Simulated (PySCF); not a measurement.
# K2: energy against distance

Set-up: PySCF, no relativity, basis sets K def2-SVP. Energies in eV from K + K in their ground configurations at the same level. All curves are PBE0. state 1: ¹Σg⁺ (singlet), closed shell; state 2: ³Σu⁺ (triplet), unpaired electrons σ ↑↑, a second solution, started from another occupation; state 3: ³Πu (triplet), unpaired electrons σ ↑, π ↑, a second solution, started from another occupation.

```json
{"R (Å)": "3.459", "state 1": "-0.3982", "state 2": "0.4252", "state 3": "0.8186"}
{"R (Å)": "3.620", "state 1": "-0.4608", "state 2": "0.3182", "state 3": "0.7807"}
{"R (Å)": "3.781", "state 1": "-0.4989", "state 2": "0.2307", "state 3": "0.7644"}
{"R (Å)": "3.901", "state 1": "-0.5138", "state 2": "0.1765", "state 3": "0.7643"}
{"R (Å)": "4.022", "state 1": "-0.5184", "state 2": "0.1309", "state 3": "0.7731"}
{"R (Å)": "4.143", "state 1": "-0.5144", "state 2": "0.0930", "state 3": "0.7894"}
{"R (Å)": "4.303", "state 1": "-0.4978", "state 2": "0.0528", "state 3": "0.8208"}
{"R (Å)": "4.505", "state 1": "-0.4631", "state 2": "0.0164", "state 3": "0.8723"}
{"R (Å)": "4.746", "state 1": "-0.4071", "state 2": "-0.0119", "state 3": "0.9461"}
{"R (Å)": "5.068", "state 1": "-0.3183", "state 2": "-0.0312", "state 3": "1.0553"}
```

**Question.** Put a parabola through the three lowest points of the state 1 curve and estimate Re, k and ωe (reduced mass 19.48 u; 1 eV/Å² = 0.16022 mdyn/Å; ωe = 1302.8·√(k/μ) cm⁻¹).

**Answer.** Through R = 3.901, 4.022, 4.143 Å the second-order coefficient is 0.294 eV/Å², so Re ≈ 4.026 Å, k ≈ 0.0941 mdyn/Å and ωe ≈ 91 cm⁻¹. A polynomial fit of higher order to the unrounded PBE0 energies gives Re = 4.023 Å, k = 0.0956 mdyn/Å, ωe = 91.3 cm⁻¹; anharmonicity and rounding make the difference.

The higher-order fit for each curve: state 1: Re = 4.023 Å, ωe = 91.3 cm⁻¹, De = 0.52 eV; state 2: Re = 5.477 Å, ωe = 28.4 cm⁻¹, minimum 0.038 eV below the ground-state fragments; state 3: Re = 3.842 Å, ωe = 95.4 cm⁻¹, minimum 0.76 eV above the ground-state fragments.

Closed-shell solutions of metal pairs were not tested for spin polarisation, which can lower them a little.
